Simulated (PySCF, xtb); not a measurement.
CH₃Cl₂Si, SMILES Cl[Si](Cl)C, multiplicity 2.

Harmonic wavenumbers (cm⁻¹) from GFN2-xTB run with xtb at its own minimum, in rising order: 114, 138, 145, 201, 426, 478, 730, 835, 840, 1352, 1457, 1468, 2994, 3053, 3054.

Question: What does PySCF with PBE-D3(BJ)/def2-SVP give at its own minimum? (The exact figures need the calculation; the answer reports its results.)

Answer: 145, 161, 173, 227, 467, 545, 682, 747, 772, 1191, 1364, 1370, 2975, 3083, 3098. Paired by order, the mean absolute difference is 58 cm⁻¹ and the zero-point energies are 24.7 and 24.3 kcal/mol.
